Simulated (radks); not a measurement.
Polarisability of the potassium ion K+, [Ar], at imaginary frequency. All-electron calculation, scalar-relativistic Kohn-Sham, exchange-only LDA, spin-polarised, spherical densities, finite nucleus; Fermi nuclear charge, rms radius 3.4349 fm. Program: a radial shooting solver on a logarithmic mesh with Libxc functionals. Response by self-consistent Sternheimer equations with the Hartree and adiabatic exchange-only LDA kernel, the relativistic mass of each level held fixed and spin-orbit coupling left out.

w (hartree),alpha1(iw) (bohr^3),alpha2(iw) (bohr^5)
0.00266,5.918,19.32
0.0143,5.916,19.31
0.0360,5.909,19.29
0.0697,5.884,19.24
0.118,5.821,19.09
0.186,5.685,18.76
0.280,5.419,18.12
0.413,4.944,16.94
0.605,4.195,14.98
0.892,3.185,12.14
1.35,2.076,8.616
2.12,1.122,5.063
3.59,0.4894,2.290
6.94,0.1660,0.7150
17.5,0.03690,0.1218

Static values: alpha1 = 5.918 bohr^3 (0.8769 angstrom^3; uncoupled 9.175), alpha2 = 19.32 bohr^5, alpha3 = 135.3 bohr^7. C6 = 25.70, C8 = 461.9, triple-dipole C9 = 111.5 atomic units. One-pole (London) frequency 4 C6 / (3 alpha1^2) = 0.978 hartree, against 0.862 for minus the highest occupied eigenvalue.
